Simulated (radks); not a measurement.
Values are calculated unless marked as measured or tabulated.
Species: Ag2+. Configuration: [Kr] 4d8 5s1 (not the ground configuration).

Level of theory: Dirac Kohn-Sham, LDA (Slater exchange, Perdew-Wang correlation), spin-unpolarised, spherical densities, finite nucleus; open shells fill j = l - 1/2 first; Fermi nuclear charge, rms radius 4.5454 fm (a radial shooting solver on a logarithmic mesh with Libxc functionals).

Energy parts (hartree):
part                        energy
total                  -5310.79340
kinetic                 5556.39095
electron-nucleus      -12839.30090
Hartree                 2115.59641
exchange-correlation    -143.47986

Orbitals (lengths in bohr, moments of r in powers of bohr; <r^-3> diverges for s and p1/2; r(90%) holds 90 % of the orbital's charge):
\begin{tabular}{lrrrrrrr}
orbital & occ. & eigenvalue (hartree) & <r> & r(90%) & <r^-3> & <1/r> & small-component weight \\ \hline
1s1/2 & 2 & -930.1637 & 0.03114 & 0.0559 & - & 49.38 & 2.96e-02 \\
2s1/2 & 2 & -137.8498 & 0.1347 & 0.209 & - & 11.38 & 6.19e-03 \\
2p1/2 & 2 & -128.2572 & 0.1142 & 0.187 & - & 11.36 & 6.22e-03 \\
2p3/2 & 4 & -121.8242 & 0.1192 & 0.194 & 3491 & 10.68 & 5.96e-03 \\
3s1/2 & 2 & -26.10501 & 0.3689 & 0.544 & - & 3.977 & 1.74e-03 \\
3p1/2 & 2 & -22.28417 & 0.3604 & 0.544 & - & 3.886 & 1.69e-03 \\
3p3/2 & 4 & -21.14842 & 0.3714 & 0.559 & 626.6 & 3.718 & 1.62e-03 \\
3d3/2 & 4 & -14.35713 & 0.3439 & 0.545 & 96.37 & 3.557 & 1.51e-03 \\
3d5/2 & 6 & -14.12810 & 0.3474 & 0.550 & 90.71 & 3.514 & 1.49e-03 \\
4s1/2 & 2 & -4.50370 & 0.9055 & 1.31 & - & 1.535 & 4.52e-04 \\
4p1/2 & 2 & -3.28796 & 0.9672 & 1.43 & - & 1.417 & 3.96e-04 \\
4p3/2 & 4 & -3.09385 & 0.9974 & 1.47 & 107.0 & 1.364 & 3.76e-04 \\
4d3/2 & 4 & -1.23292 & 1.263 & 1.98 & 10.49 & 1.060 & 2.41e-04 \\
4d5/2 & 4 & -1.20865 & 1.278 & 2.00 & 9.764 & 1.046 & 2.36e-04 \\
5s1/2 & 1 & -0.84342 & 2.437 & 3.53 & - & 0.5296 & 7.15e-05 \\
\end{tabular}

The highest occupied level is 5s1/2 at -22.951 eV. The density falls to 0.001 e/bohr^3 at r = 3.66 bohr. The electron density at the nucleus is 1.451e+05 e/bohr^3. Summed over all electrons, <r^2> = 33.43 bohr^2, which gives a Langevin (diamagnetic) susceptibility term of -26.5 x 10^-6 cm^3/mol.
